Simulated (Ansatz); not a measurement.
Input for Ansatz (a first-principles code): R-CAM-B3LYP/def2-TZVPP on F6HSb. Elements past Kr take the def2 small-core potentials; no spin–orbit coupling.

Ansatz 0.2 input:
```yaml
crystal:
  periodic: [false, false, false]
  atoms:
    - {symbol: Sb, position_ang: [-0.14341067, -0.00000000, 0.54550316]}
    - {symbol: F, position_ang: [1.69072280, 0.00000000, 0.08421316]}
    - {symbol: F, position_ang: [-1.99006063, 0.00000000, 0.25528519]}
    - {symbol: F, position_ang: [-0.12960115, 1.85692054, 0.29452544]}
    - {symbol: F, position_ang: [-0.12960115, -1.85692054, 0.29452544]}
    - {symbol: F, position_ang: [-0.04215854, -0.00000000, 2.40199717]}
    - {symbol: F, position_ang: [-0.08324491, -0.00000000, -1.82758750]}
    - {symbol: H, position_ang: [0.82735425, 0.00000000, -2.04886205]}
basis:
  gaussian:
    orbitals: def2-TZVPP
hamiltonian:
  xc: {name: CAM-B3LYP}
scf: {lower_state_search: off}
```

Program output:

```
WARN ansatz: RAYON_NUM_THREADS=4 ignored (pool sized by the plan → 4); use --threads N
Functional definition: CAM-B3LYP
these checks for a lower state are left out or cut short: stability, starts, cluster_reference, orbital_swaps, neighbouring_geometries, increment
integrals: 0.24 GiB planned
1431 factors; their error is unknown
integrals: 0.28 GiB planned
270 factors; integrals over basis functions are off by at most 9.8e-6 eV
mean field: 1.98 GiB planned
mean field evaluation 1: about -22853.1503 eV, gradient 7.7e1 eV
mean field evaluation 2: about -22846.6402 eV, gradient 1.1e2 eV
mean field evaluation 4: about -22861.4947 eV, gradient 2.4e0 eV
mean field evaluation 8: about -22861.5027 eV, gradient 9.4e-2 eV
mean field evaluation 16: about -22861.6612 eV, gradient 1.8e-4 eV
mean field -22861.66121340 eV, -840.1505534020 hartree, gradient 1.6e-6 eV, S^2 0.000000; 0 other end points of the search recorded, 0 dependent functions left out
reference -22861.66132573 eV, -840.1505575299 hartree; 39, 39 occupied and 211, 211 virtual orbitals, 1431 factors
Total energy: -22861.66132573 eV, -840.1505575299 hartree
Checks for a lower state left out: stability, starts, cluster_reference, orbital_swaps, neighbouring_geometries, increment
```

Self-consistency was reached.

Cost: around 10 core-seconds (rough).
